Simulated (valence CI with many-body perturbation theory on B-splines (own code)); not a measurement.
# Energy levels of Pb XXXIII

Computed by valence CI with perturbative core correlation (CI+MBPT): four valence electrons over a frozen Dirac-Fock core [Kr] 4d10, a basis of 8 s, 8 p, 9 d, 9 f, 6 g, 3 h, 2 i functions for each j, with the one-electron correlation potential Σ1, the two-electron term Σ2, the three-electron term Σ3, Breit, model QED; selected CI, second order for the rest (own B-spline code, finite nucleus).

The last digits are not significant, and no measured levels were compared; by estimate large intervals hold to a few tenths of a per cent, small ones and those within an open d or f shell to about a per cent. Core correlation moves these levels by up to 5200 cm⁻¹, and in measured spectra 5 to 20 % of such shifts remained as error; rates that hang on mixing are uncertain with them. Only levels of the ground parity were solved; by the run's estimate the other parity begins above the list, which can be wrong where configurations are misplaced.

Levels 46 to 65 of 65, with energies above the lowest level, (4f5/2^4) J=4. "Leading %" is the weight of the configuration and term that name the level; weights of strongly mixed levels are sums over their largest components and can fall short. In the jj column 3d3/2^4 stands for four electrons in 3d with j = 3/2. Lifetimes count E1, E2, E3, M1 and M2 decay at the calculated energies, and are blank where another channel may lead or the interval is too uncertain; long ones can be off by a factor of two.

```tsv
No.	Configuration	Term	J	E (cm⁻¹)	Leading %	Lifetime	g	Leading jj
46	4f⁴	³H	4	179530	35	260 μs	1.110	4f5/2^2 4f7/2^2 (76 %)
47	4f⁴	³F	3	181020	57	267 μs	1.041	4f5/2^2 4f7/2^2 (58 %)
48	4f⁴	³H	5	183710	57	414 μs	1.071	4f5/2^2 4f7/2^2 (72 %)
49	4f⁴	³H	4	185290	40	244 μs	0.954	4f5/2^3 4f7/2 (52 %)
50	4f⁴	¹H	5	185550	30	257 μs	1.054	4f5/2 4f7/2^3 (44 %)
51	4f⁴	³F	2	189290	40	159 μs	1.137	4f5/2 4f7/2^3 (72 %)
52	4f⁴	³D	1	191170	55	130 μs	0.792	4f5/2 4f7/2^3 (97 %)
53	4f⁴	³L	9	192260	66	310 μs	1.074	4f5/2 4f7/2^3 (99 %)
54	4f⁴	³F	3	194990	56	189 μs	1.138	4f5/2 4f7/2^3 (74 %)
55	4f⁴	³G	3	196630	46	259 μs	1.022	4f5/2^2 4f7/2^2 (46 %)
56	4f⁴	³H	6	200510	44	291 μs	1.060	4f5/2 4f7/2^3 (54 %)
57	4f⁴	³G	4	202300	58	212 μs	1.023	4f5/2^2 4f7/2^2 (60 %)
58	4f⁴	³F	2	203660	56	307 μs	0.921	4f5/2^2 4f7/2^2 (52 %)
59	4f⁴	⁵D	0	203740	42	106 μs		4f5/2^2 4f7/2^2 (76 %)
60	4f⁴	³K	8	204170	51	1.08 ms	1.059	4f5/2^2 4f7/2^2 (96 %)
61	4f⁴	³K	7	207700	71	649 μs	1.048	4f5/2^2 4f7/2^2 (91 %)
62	4f⁴	³H	5	208130	46	161 μs	1.057	4f5/2^2 4f7/2^2 (52 %)
63	4f⁴	¹G	4	208930	42	200 μs	1.032	4f5/2 4f7/2^3 (61 %)
64	4f⁴	³I	5	210110	34	224 μs	1.046	4f5/2 4f7/2^3 (50 %)
65	4f⁴	¹K	7	215680	56	240 μs	1.046	4f5/2 4f7/2^3 (87 %)
```

Where two levels of one J and parity lie close, their mixing, g and order are uncertain.
